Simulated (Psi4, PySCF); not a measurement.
The Psi4 input:
```
memory 2 GB

molecule mol {
1 1
Ga    0.003435    0.003371    0.004824
C     1.585033    0.217159   -1.294474
H     2.252150   -0.643813   -1.179606
H     2.117540    1.144111   -1.056772
H     1.190980    0.257426   -2.315504
C    -1.595223   -0.227158    1.280162
H    -2.110104   -1.159334    1.024532
H    -2.270668    0.625642    1.153597
H    -1.225239   -0.268524    2.310069
}

set {
  basis sto-3g
  reference rks
  scf_type pk
  puream true
  d_convergence 1e-8
  dft_radial_points 99
  dft_spherical_points 590
}

energy('b3lyp5')
print_variables()
```

Question: Write the same job for PySCF.

Answer: Several could match; the one computed here: 
```python
from pyscf import gto, scf, dft

mol = gto.Mole()
mol.atom = '''
    Ga    0.003435    0.003371    0.004824
    C     1.585033    0.217159   -1.294474
    H     2.252150   -0.643813   -1.179606
    H     2.117540    1.144111   -1.056772
    H     1.190980    0.257426   -2.315504
    C    -1.595223   -0.227158    1.280162
    H    -2.110104   -1.159334    1.024532
    H    -2.270668    0.625642    1.153597
    H    -1.225239   -0.268524    2.310069
'''
mol.basis = 'sto-3g'
mol.charge = 1
mol.spin = 0
mol.verbose = 4
mol.build()

mf = dft.RKS(mol)
mf.xc = 'b3lyp5'
mf.grids.atom_grid = (99, 590)
mf.grids.prune = None
mf.kernel()
```

Both were run: Psi4 gave -1980.673044 Eh and PySCF -1980.673043 Eh, 0.001 mEh apart.
